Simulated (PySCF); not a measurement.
PySCF input for CH5FO2SSi, SMILES CS[Si](O)(O)F, HF/pcSseg-1. Coordinates come from a B3LYP-D3(BJ)/def2-SVP optimisation. Other conformers were not sampled.

```python
import numpy as np
from pyscf import gto, scf, dft
from pyscf.prop.nmr import rhf as nmr

mol = gto.M(
    atom='''
    C    -2.34982486   -0.28727241   -0.15757205
    S    -1.01815177    0.79134862   -0.83886866
    Si    0.63395648   -0.08297324    0.14999816
    O     0.96850059   -1.56592385   -0.47233105
    O     1.97161224    0.86981054    0.03582643
    F     0.25001741   -0.26991892    1.72229062
    H    -2.35246286   -0.25258506    0.93949395
    H    -2.22077343   -1.32173690   -0.50290899
    H    -3.29899705    0.10874016   -0.54120095
    H     1.68905848   -2.06253875   -0.06455516
    H     1.92610258    1.74997889    0.42794932
    ''',
    basis='pcSseg-1',
    charge=0,
    spin=0,
    max_memory=1600,
    verbose=3,
)
mf = scf.RHF(mol)
mf.conv_tol = 1e-10
mf.max_cycle = 100
mf.kernel()
n = nmr.NMR(mf)
n.verbose = 2
n.max_cycle_cphf = 60
sigma = n.kernel()
print('atom   isotropic/ppm   span/ppm')
for i, s in enumerate(sigma):
    w = np.linalg.eigvalsh((s + s.T) / 2)
    print(f'{mol.atom_symbol(i):2s}{i + 1:3d} {w.mean():14.3f} {w[2] - w[0]:11.3f}')
```

It prints:

```
converged SCF energy = -976.525313454277
atom   isotropic/ppm   span/ppm
C   1        179.097      23.355
S   2        736.436     227.966
Si  3        435.843      83.784
O   4        295.622      72.634
O   5        286.868      57.948
F   6        346.526     109.558
H   7         29.554      13.698
H   8         29.519      13.864
H   9         29.737      15.186
H  10         28.958      24.028
H  11         29.143      22.447
```

The calculation finished and met its thresholds.
